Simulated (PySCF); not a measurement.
NMR data simulated for an unnamed compound:

1H NMR (500 MHz, computed): δ 1.41 (m, 2H), 1.16 (m, 2H).

13C{1H} NMR (computed): δ 134.0 (C), 46.8 (C), 16.3 (CH2).

How the numbers were obtained: coordinates at the GFN2-xTB level, shieldings: GIAO PBE0/pcSseg-1, in PySCF 2.14 (non-relativistic, in vacuum, fast rotation and ring inversion assumed for equivalent nuclei, one computed conformer).

Referencing at the same level of theory: 1H (σref 31.72) and 13C (σref 186.93) against TMS.

Problem. Which of these does the molecule contain: a three-membered ring, an amide, a non-aromatic C=C double bond, an aldehyde, a CF3 group?

Solution. 
- A three-membered ring: yes.
- An amide: no.
- A non-aromatic C=C double bond: no.
- An aldehyde: no.
- A CF3 group: yes (δC 134.0).

The data belong to `FC(F)(F)C1(Cl)CC1`, C4H4ClF3; they needn't prove each group on their own.

Carbon signals by region: 1 in the sp2 and nitrile region (100–160 ppm), 2 below 50 ppm.

Carbons that carry Cl, above all several Cl atoms, come out too deshielded, partly because spin–orbit coupling is missing. Splittings by 19F in the carbon and heteronuclear signals aren't shown, as no couplings were computed. Shifts are as computed. Against solution values, carbons near 30 ppm lie about +3 ppm off and those near 130 ppm about +5 ppm; carbons on Cl a further +6 ppm. Of 1211 compounds with measured shifts, 218 miss one by over three times the rms of a fit or turn the order of signals round; such compounds aren't used in these exercises. Multiplicities follow the n + 1 count of equivalent neighbours, as no J values were calculated; m marks all less simple cases, F and P coupling included.
